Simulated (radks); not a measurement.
The mean radii <r> (bohr) of the occupied orbitals of an atom or ion are listed with their occupations. Method: scalar-relativistic Kohn-Sham, SCAN, spin-unpolarised, spherical densities, finite nucleus; meta-GGA in the generalised Kohn-Sham scheme; Fermi nuclear charge, rms radius of each element as measured or else 0.836 A^(1/3) + 0.57 fm; computed with a radial shooting solver on a logarithmic mesh with Libxc functionals.

orbital  occ.      <r>
1s          2  0.03344
2s          2   0.1456
2p          6   0.1270
3s          2   0.4016
3p          6   0.4023
3d         10   0.3840
4s          2    1.014
4p          6    1.110
4d          5    1.433

Name the element and its charge.

Answer. Z = 44, ruthenium, charge +3: Ru3+ in [Kr] 4d5. The 1s radius gives Z: for a bare nucleus <r> = (2 gamma + 1)/(2Z) with gamma = sqrt(1 - (Z/c)^2), 0.03289 bohr for Z = 44, and screening makes it slightly larger (0.03344 here). The occupations add up to 41, and the charge is Z minus that.
